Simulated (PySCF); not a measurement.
An unknown gives this computed stick spectrum. Method: TDDFT CAM-B3LYP/def2-SVPD, vertical, gas phase, core orbitals frozen in the response in PySCF 2.14.0, density-fitted response routines. Geometries: GFN2-xTB, one conformer each.

```tsv
state	E (eV)	f
S1	5.94	0.0070
S2	6.17	0.0050
S3	6.47	0.0053
S4	6.58	0.0018
S5	6.74	0.0007
S6	6.75	0.112
S7	6.86	0.0034
S8	7.53	0.118
```

Triplets computed (Tamm–Dancoff): 4.30, 4.32, 5.68 eV.

Question: Which candidate is it? All have the formula C6H9OP.
A. `C#CP(C)CC(C)=O`
B. `C1C=CP(C=C1)(C)=O`
C. `C=C/C=P/CC(C)=O`
D. `CC1=C[PH](=O)C=C1C`
E. `CC1[P@@](C=1)(=O)C1CC1`

Answer: B. Its S1, at 5.94 eV, is the highest among the candidates; the nearest of the others has S1 at 5.23 eV. S1 is HOMO→LUMO (86%). Löwdin shares by element: HOMO (one of a set within 0.03 eV) oxygen 54%, carbon 19% or more, phosphorus 13%; LUMO carbon 56% or more (atoms not listed hold the other 44%). At the same level the other candidates give, for their lowest levels:
- `CC1=C[P@]1(=O)C1CC1`: 5.23 eV (f 0.005); 6.41 eV (f 0.006); 6.50 eV (f 0.000); 6.90 eV (f 0.047); 7.23 eV (f 0.079); T1 4.69 eV; HOMO -8.40, LUMO 0.73 eV
- `C=C/C=P/CC(C)=O`: 4.13 eV (f 0.117); 4.44 eV (f 0.362); 4.57 eV (f 0.029); 5.37 eV (f 0.011); 5.62 eV (f 0.016); T1 2.03 eV; HOMO -7.79, LUMO -1.21 eV
- `CC1=C[PH](=O)C=C1C`: 4.21 eV (f 0.016); 5.05 eV (f 0.001); 5.08 eV (f 0.019); 6.63 eV (f 0.071); 6.65 eV (f 0.001); T1 2.68 eV; HOMO -8.33, LUMO -0.82 eV
- `C#CP(C)CC(C)=O`: 4.56 eV (f 0.001); 5.48 eV (f 0.021); 5.79 eV (f 0.003); 6.18 eV (f 0.058); 6.61 eV (f 0.029); T1 4.02 eV; HOMO -7.98, LUMO 0.42 eV
